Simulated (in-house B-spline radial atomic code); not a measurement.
# CAM-B3LYP excitations of neutral neon

Method: CAM-B3LYP. Computed with an all-electron radial atomic-structure program (B-spline basis): linear response of the closed shell [He] 2s2 2p6 with the functional's adiabatic kernel; non-relativistic, point nucleus, no spin-orbit coupling, no double excitations, S, P, D and F terms only. Only terms of natural parity with L up to 3 were computed.

Command:
```bash
python run_td.py task.json out
```
Settings (radii: box in bohr, nucleus in fm):
```
Z                        10
electrons                10
configuration            [He] 2s2 2p6
hamiltonian              nr
method                   camb3lyp
box_radius               75
intervals                55
```

Cost of the run: 0.7 s on 1 thread of Arm Neoverse N1, on a shared host.

The lowest states, in the order of their Tamm-Dancoff energies; the method's threshold (minus the highest occupied level) is 17.671 eV. Labels give the largest channel, * marks a mixed state, and oscillator strengths are full-response dipole values. Semilocal kernels can invert the small singlet-triplet splittings of Rydberg terms. Energies in eV:

| state | full response | Tamm-Dancoff | oscillator strength |
| --- | --- | --- | --- |
| 2p → 3s 3P | 14.521 | 14.526 | - |
| 2p → 3s 1P | 14.678 | 14.683 | 0.121 |
| 2p → 3p 3S | 15.997 | 16.006 | - |
| 2p → 3p 3D | 16.047 | 16.051 | - |
| 2p → 3p 1D | ? | ? | - |
| 2p → 3p 1S | 16.312 | 16.342 | - |
| 2p → 4s 3P | 16.675 | 16.676 | - |
| 2p → 4s 1P | 16.706 | 16.707 | 0.0171 |
| 2p → 3d 1F | 16.997 | 16.997 | - |
| 2p → 3d 1P | ? | ? | ? |
| 2p → 4p 3S | 16.995 | 16.998 | - |
| 2p → 3d 3F | 17.000 | 17.000 | - |
| 2p → 3d 3P | 17.000 | 17.000 | - |
| 2p → 4p 3D | 17.008 | 17.009 | - |
| 2p → 4p 1D | 17.019 | 17.019 | - |
| 2p → 4p 1S | 17.079 | 17.087 | - |

(1) Where does 2p → 3p 1D lie?

(2) Where does 2p → 3d 1P lie?

(3) How large is the singlet-triplet splitting of 2p → 3s (P terms) in Tamm-Dancoff?

(4) What polarisabilities and dispersion coefficient does the method give?

## Answers

(1) At 16.083 eV in full response, 16.083 eV in Tamm-Dancoff.

(2) At 16.997 eV in full response, 16.997 eV in Tamm-Dancoff, oscillator strength 0.00621.

(3) 0.157 eV, from the unrounded values.

(4) Dipole 2.878 bohr³, quadrupole 8.938 bohr⁵, C6 6.891 hartree·bohr⁶ for two such species. Recommended dipole value: 2.6611 ± 3e-05 bohr³ (Schwerdtfeger and Nagle, table of static dipole polarizabilities (2023 update)), which includes relativity and correlation.
